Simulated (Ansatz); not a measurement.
Reaction (redistribution): `C[O][Y]([CH3])[F]` + `CO[SiH2][AlH][CH3]` → `C[O][Y]([CH3])[O]C` + `[CH3][AlH][SiH2]F`

Gas-phase electronic energies from Ansatz, PBE0-D4/def2-TZVP geometries. CCSD(T)/CBS is the MP2 limit (def2-TZVPP, def2-QZVPP) plus CCSD(T) − MP2 in def2-TZVPP, frozen cores. DFT in def2-TZVPP. B3LYP here is the variant with VWN-RPA as its local correlation; programs differ in this. def2 core potentials past Kr. For Y outer-core shells are correlated without core-valence functions, which leaves a few kJ/mol of doubt a bond. One conformer a species, not always the lowest.

`C[O][Y]([CH3])[F]`:

Cartesian coordinates in Å:
```
C 0.514 -1.442 -1.955
O 0.602 -0.482 -0.957
Y 0.843 0.735 0.619
C -1.188 1.368 1.655
F 2.428 0.576 1.838
H 0.902 -1.058 -2.907
H -0.526 -1.748 -2.120
H 1.092 -2.339 -1.700
H -1.058 2.071 2.489
H -1.702 0.492 2.076
H -1.908 1.826 0.963
```

`CO[SiH2][AlH][CH3]`:

Cartesian coordinates in Å:
```
C -1.326 1.652 0.364
O -1.676 0.394 0.880
Si -1.450 -0.990 -0.008
Al 0.931 -1.417 -0.534
C 2.338 -0.181 0.030
H -0.271 1.691 0.060
H -1.483 2.402 1.142
H -1.944 1.919 -0.502
H -2.272 -0.916 -1.261
H -2.041 -2.077 0.823
H 1.315 -2.723 -1.366
H 3.287 -0.690 0.220
H 2.065 0.389 0.922
H 2.526 0.547 -0.769
```

`C[O][Y]([CH3])[O]C`:

```xyz
15

C    -1.500    0.144    2.802
O    -1.076   -0.167    1.520
Y    -0.323   -0.445   -0.332
C     0.844   -2.496   -0.640
O     0.302    1.072   -1.509
C     0.756    2.196   -2.179
H    -1.139    1.132    3.117
H    -1.138   -0.592    3.531
H    -2.596    0.159    2.865
H     1.019   -2.751   -1.693
H     1.841   -2.450   -0.177
H     0.346   -3.361   -0.182
H     0.462    3.121   -1.664
H     1.851    2.196   -2.262
H     0.351    2.241   -3.198
```

`[CH3][AlH][SiH2]F`:

Cartesian coordinates in Å:
```
C 1.658 0.320 -0.928
Al 0.593 0.080 0.688
Si -1.839 -0.335 0.541
F -2.326 -0.356 -1.000
H 1.255 1.135 -1.538
H 1.610 -0.578 -1.553
H 2.709 0.534 -0.723
H 1.240 0.136 2.143
H -2.246 -1.643 1.137
H -2.654 0.707 1.233
```

```json
{"level": "PBE-D4", "ΔE (kJ/mol)": "16.6"}
{"level": "r2SCAN-D4", "ΔE (kJ/mol)": "14.4"}
{"level": "B3LYP-D4", "ΔE (kJ/mol)": "13.3"}
{"level": "PBE", "ΔE (kJ/mol)": "12.8"}
{"level": "HF/def2-TZVPP", "ΔE (kJ/mol)": "3.7"}
{"level": "CCSD(T)/def2-TZVPP", "ΔE (kJ/mol)": "5.8"}
{"level": "MP2/def2-QZVPP", "ΔE (kJ/mol)": "7.8"}
{"level": "CCSD/CBS(def2)", "ΔE (kJ/mol)": "8.8"}
```

Question: What does CCSD(T)/CBS give? (An estimate is asked.)

Answer: Computed: +9.7 kJ/mol. The listed levels differ from it by 6.9, 4.7, 3.6, 3.1, -6.0, -3.9, -1.9, -0.9 kJ/mol.

Largest T1 diagnostic among the species: 0.014.

The D4 term adds +6.1 kJ/mol with B3LYP and +3.4 kJ/mol with PBE0; it sums over pairs of atoms, weighted by their polarisabilities, and B3LYP, whose exchange is more repulsive, gets the larger term.
